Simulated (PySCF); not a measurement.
SiHCl3, SMILES Cl[SiH](Cl)Cl. Geometry: B3LYP-D3(BJ)/def2-SVP. The isomer is the one that the SMILES or the coordinates give; other isomers of the formula were not compared.

Computed equilibrium geometry at B3LYP-D3(BJ)/def2-SVP (PySCF confirms it by a frequency run) as bond lengths and angles, and its point group:
point group C3v.
Atoms: Si1 Cl2 Cl3 Cl4 H5. Bond lengths (Å): Si1–Cl2 2.055, Si1–Cl3 2.055, Si1–Cl4 2.055, Si1–H5 1.473. Angles (°): Cl2–Si1–Cl3 109.3, Cl2–Si1–Cl4 109.3, Cl2–Si1–H5 109.6, Cl3–Si1–Cl4 109.3, Cl3–Si1–H5 109.6, Cl4–Si1–H5 109.6.
Charge 0, spin multiplicity 1.
